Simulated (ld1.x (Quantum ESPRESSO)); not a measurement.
# PBEsol TM dataset for Ga, scalar-relativistic all-electron reference.

ld1.x (Quantum ESPRESSO) 7.5 was run on this input:

```
&input
   title='Ga', zed=31., rel=1, dft='PBESOL', iswitch=3,
   config='[Ar] 3d10 4s1 4p2',
   nld=3, rlderiv=2.35, eminld=-4.0, emaxld=5.0, deld=0.02
 /
 &inputp
   pseudotype=2, tm=.true., lloc=0,
   nlcc=.true., new_core_ps=.true., rcore=0.90,
   file_pseudopw='Ga.UPF', file_wfcaegen='ae.wfc', file_wfcncgen='nc.wfc', file_beta='beta', file_chi='chi'
 /
3
4P  2  1   2.00   0.00  2.15  2.15  0.0
3D  3  2  10.00   0.00  1.30  1.30  0.0
4S  1  0   1.00   0.00  1.45  1.45  0.0
 &test
   configts(1)='3d10 4s1 4p2'
 /
```

Command:

```bash
ld1.x < Ga.in > Ga.out
```

Resulting log (shortened: banner, matrices, multipoles, cross overlaps and the repeated all-electron block are left out):

```
Program LD1 v.7.5
     --------------------------- All-electron run ----------------------------

     Ga
     scalar relativistic calculation

     atomic number is 31.00
     dft =PBESOL   lsd =0 sic =0 latt =0  beta=0.20 tr2=1.0E-14
     Exchange-correlation= PBESOL
                           (   1   4  10   8   0   0   0)
     mesh =1205 r(mesh) = 101.09016 a.u. xmin = -7.00 dx = 0.01250
     1 Ry =  13.60569312 eV, c = 137.03599908

     n l     nl                  e(Ry)          e(Ha)          e(eV)
     1 0     1S 1( 2.00)      -751.3826      -375.6913    -10223.0808
     2 0     2S 1( 2.00)       -92.8339       -46.4169     -1263.0692
     2 1     2P 1( 6.00)       -80.8552       -40.4276     -1100.0916
     3 0     3S 1( 2.00)       -11.0040        -5.5020      -149.7177
     3 1     3P 1( 6.00)        -7.3955        -3.6977      -100.6209
     3 2     3D 1(10.00)        -1.5468        -0.7734       -21.0458
     4 0     4S 1( 1.00)        -0.7392        -0.3696       -10.0569
     4 1     4P 1( 2.00)        -0.2465        -0.1233        -3.3542

     final scf error:  7.5E-15 reached in  32 iterations

     Etot =   -3884.438386 Ry,   -1942.219193 Ha,  -52850.476640 eV

     Ekin =    3950.072783 Ry,    1975.036391 Ha,   53743.478094 eV
     Encl =   -9360.509998 Ry,   -4680.254999 Ha, -127356.226503 eV
     Eh   =    1673.805091 Ry,     836.902546 Ha,   22773.278416 eV
     Exc  =    -147.806262 Ry,     -73.903131 Ha,   -2011.006647 eV

     normalization and overlap integrals

     s(1S/1S) =  1.000000  <r> =   0.0486  <r2> =    0.0032  r(max) =   0.0319
     s(2S/2S) =  1.000000  <r> =   0.2180  <r2> =    0.0561  r(max) =   0.1833
     s(2P/2P) =  1.000000  <r> =   0.1908  <r2> =    0.0446  r(max) =   0.1464
     s(3S/3S) =  1.000000  <r> =   0.6524  <r2> =    0.4916  r(max) =   0.5647
     s(3P/3P) =  1.000000  <r> =   0.6795  <r2> =    0.5448  r(max) =   0.5647
     s(3D/3D) =  1.000000  <r> =   0.8067  <r2> =    0.8513  r(max) =   0.5305
     s(4S/4S) =  1.000000  <r> =   2.2928  <r2> =    6.1000  r(max) =   1.8748
     s(4P/4P) =  1.000000  <r> =   3.1959  <r2> =   12.2005  r(max) =   2.4683

     ------------------------ End of All-electron run ------------------------

     --------------------- Generating NC pseudopotential ---------------------

      Generating local pot.: lloc=0, matching radius rcloc =   1.4500

      Computing core charge for nlcc:

       r > 0.91 : true rho core
      Core charge pseudized with two Bessel functions
      Integrated core pseudo-charge :   9.97

      Wfc   4P  rcut= 2.151  Using Troullier-Martins method

      Wfc   3D  rcut= 1.305  Using Troullier-Martins method

     ------------------- End of pseudopotential generation -------------------

     Computing logarithmic derivative in   2.36265
     Computing logarithmic derivative in   2.36265
     Computing the partial wave expansion
       no projector for channel:   0
     R is outside the sphere for l=    1 j= 0.00
     R is outside the sphere for l=    2 j= 0.00

     ---------------------- Testing the pseudopotential ----------------------

     Ga
     scalar relativistic calculation

     atomic number is 31.00   valence charge is 13.00
     dft =PBESOL   lsd =0 sic =0 latt =0  beta=0.20 tr2=1.0E-14
     mesh =1205 r(mesh) = 101.09016 xmin = -7.00 dx = 0.01250

     n l     nl             e AE (Ry)        e PS (Ry)    De AE-PS (Ry)
     3 2     3D   1(10.00)       -1.54684       -1.54685        0.00001
     1 0     4S   1( 1.00)       -0.73917       -0.73917       -0.00000
     2 1     4P   1( 2.00)       -0.24653       -0.24653       -0.00000

     eps = 1.6E-15  iter = 13

     Etot =   -3884.438386 Ry,   -1942.219193 Ha,  -52850.476640 eV
     Etotps =  -173.842535 Ry,     -86.921267 Ha,   -2365.248178 eV

     Ekin =     191.678093 Ry,      95.839047 Ha,    2607.913317 eV
     Encl =    -239.242112 Ry,    -119.621056 Ha,   -3255.054760 eV
     Ehrt =     136.875517 Ry,      68.437758 Ha,    1862.286277 eV
     Ecxc =     -51.801092 Ry,     -25.900546 Ha,    -704.789766 eV
     (Ecc =     -23.464053 Ry,     -11.732026 Ha,    -319.244698 eV)
     Epseu=    -211.352940 Ry,    -105.676470 Ha,   -2875.603246 eV

     ---------------------- End of pseudopotential test ----------------------
```

Generation and configuration tests took about 1.2 s on one core of a shared server CPU.

Transferability test of the new file with ld1.x, input:

```
&input
   title='Ga', zed=31., rel=1, dft='PBESOL', iswitch=2,
   config='[Ar] 3d10 4s1 4p2'
 /
 &test
   file_pseudo='Ga.UPF', nconf=8,
   configts(1)='3d10 4s1 4p2',
   configts(2)='3d10 4s2 4p1',
   configts(3)='3d10 4s2 4p0',
   configts(4)='3d10 4s1 4p0',
   configts(5)='3d10 4s1 4p1',
   configts(6)='3d10 4s0 4p3',
   configts(7)='3d9 4s0 4p0',
   configts(8)='3d10 4s0 4p0'
 /
```

```bash
ld1.x < Ga.test.in > Ga.test.out
```

Pseudopotential blocks of its output, shortened (energy terms left out; the distinct warnings before each block abridged to one line each):

```
     ---------------------- Testing the pseudopotential ----------------------

     n l     nl             e AE (Ry)        e PS (Ry)    De AE-PS (Ry)
     3 2     3D   1(10.00)       -1.54684       -1.54685        0.00001
     1 0     4S   1( 1.00)       -0.73917       -0.73917       -0.00000
     2 1     4P   1( 2.00)       -0.24653       -0.24653       -0.00000

     eps = 2.9E-15  iter = 13

     Etot =   -3884.438386 Ry,   -1942.219193 Ha,  -52850.476640 eV
     Etotps =  -173.842534 Ry,     -86.921267 Ha,   -2365.248174 eV

     ---------------------- End of pseudopotential test ----------------------

          ---------------------- Testing the pseudopotential ----------------------

     n l     nl             e AE (Ry)        e PS (Ry)    De AE-PS (Ry)
     3 2     3D   1(10.00)       -1.40837       -1.40664       -0.00173
     1 0     4S   1( 2.00)       -0.65871       -0.65867       -0.00004
     2 1     4P   1( 1.00)       -0.18894       -0.18900        0.00006

     eps = 7.6E-15  iter = 17

     Etot =   -3884.919876 Ry,   -1942.459938 Ha,  -52857.027641 eV
     Etotps =  -174.324005 Ry,     -87.162003 Ha,   -2371.798918 eV
     dEtot_ae =      -0.481490 Ry
     dEtot_ps =      -0.481471 Ry,   Delta E=      -0.000019 Ry

     ---------------------- End of pseudopotential test ----------------------

          ---------------------- Testing the pseudopotential ----------------------

     n l     nl             e AE (Ry)        e PS (Ry)    De AE-PS (Ry)
     3 2     3D   1(10.00)       -2.01811       -2.01188       -0.00622  !
     1 0     4S   1( 2.00)       -1.20258       -1.20258        0.00000
     2 1     4P   1( 0.00)       -0.66527       -0.66550        0.00024

     eps = 4.8E-15  iter = 22

     Etot =   -3884.502444 Ry,   -1942.251222 Ha,  -52851.348190 eV
     Etotps =  -173.906394 Ry,     -86.953197 Ha,   -2366.117024 eV
     dEtot_ae =      -0.064058 Ry
     dEtot_ps =      -0.063859 Ry,   Delta E=      -0.000198 Ry

     ---------------------- End of pseudopotential test ----------------------

          ---------------------- Testing the pseudopotential ----------------------

     n l     nl             e AE (Ry)        e PS (Ry)    De AE-PS (Ry)
     3 2     3D   1(10.00)       -2.89489       -2.88468       -0.01020  !
     1 0     4S   1( 1.00)       -1.91329       -1.91407        0.00077
     2 1     4P   1( 0.00)       -1.29739       -1.29812        0.00073

     eps = 1.5E-15  iter = 10

     Etot =   -3882.949002 Ry,   -1941.474501 Ha,  -52830.212540 eV
     Etotps =  -172.352541 Ry,     -86.176270 Ha,   -2344.975776 eV
     dEtot_ae =       1.489384 Ry
     dEtot_ps =       1.489994 Ry,   Delta E=      -0.000610 Ry

     ---------------------- End of pseudopotential test ----------------------

          ---------------------- Testing the pseudopotential ----------------------

     n l     nl             e AE (Ry)        e PS (Ry)    De AE-PS (Ry)
     3 2     3D   1(10.00)       -2.15171       -2.14833       -0.00339
     1 0     4S   1( 1.00)       -1.28250       -1.28263        0.00013
     2 1     4P   1( 1.00)       -0.73138       -0.73152        0.00014

     eps = 1.8E-15  iter = 13

     Etot =   -3883.958198 Ry,   -1941.979099 Ha,  -52843.943342 eV
     Etotps =  -173.362245 Ry,     -86.681123 Ha,   -2358.713509 eV
     dEtot_ae =       0.480189 Ry
     dEtot_ps =       0.480289 Ry,   Delta E=      -0.000100 Ry

     ---------------------- End of pseudopotential test ----------------------

          ---------------------- Testing the pseudopotential ----------------------

     n l     nl             e AE (Ry)        e PS (Ry)    De AE-PS (Ry)
     3 2     3D   1(10.00)       -1.67167       -1.67513        0.00346
     1 0     4S   1( 0.00)       -0.80807       -0.80837        0.00030
     2 1     4P   1( 3.00)       -0.29572       -0.29573        0.00001

     eps = 7.4E-16  iter = 11

     Etot =   -3883.935722 Ry,   -1941.967861 Ha,  -52843.637543 eV
     Etotps =  -173.339703 Ry,     -86.669852 Ha,   -2358.406809 eV
     dEtot_ae =       0.502664 Ry
     dEtot_ps =       0.502831 Ry,   Delta E=      -0.000167 Ry

     ---------------------- End of pseudopotential test ----------------------

          Warning: n=3, l=2 expected 0 nodes, found 1
     ---------------------- Testing the pseudopotential ----------------------

     n l     nl             e AE (Ry)        e PS (Ry)    De AE-PS (Ry)
     3 2     3D   1( 9.00)       -5.56227       -5.64693        0.08466  !
     1 0     4S   1( 0.00)       -3.71857       -3.74021        0.02164  !
     2 1     4P   1( 0.00)       -2.92276       -2.91693       -0.00583  !

     eps = 2.8E-15  iter =  9

     Etot =   -3875.969108 Ry,   -1937.984554 Ha,  -52735.246241 eV
     Etotps =  -165.333997 Ry,     -82.666999 Ha,   -2249.483629 eV
     dEtot_ae =       8.469278 Ry
     dEtot_ps =       8.508537 Ry,   Delta E=      -0.039259 Ry

     ---------------------- End of pseudopotential test ----------------------

          ---------------------- Testing the pseudopotential ----------------------

     n l     nl             e AE (Ry)        e PS (Ry)    De AE-PS (Ry)
     3 2     3D   1(10.00)       -3.85556       -3.84585       -0.00971  !
     1 0     4S   1( 0.00)       -2.66820       -2.67284        0.00463
     2 1     4P   1( 0.00)       -1.97821       -1.98123        0.00302

     eps = 1.4E-16  iter =  7

     Etot =   -3880.661650 Ry,   -1940.330825 Ha,  -52799.091522 eV
     Etotps =  -170.062654 Ry,     -85.031327 Ha,   -2313.820280 eV
     dEtot_ae =       3.776737 Ry
     dEtot_ps =       3.779881 Ry,   Delta E=      -0.003144 Ry

     ---------------------- End of pseudopotential test ----------------------
```
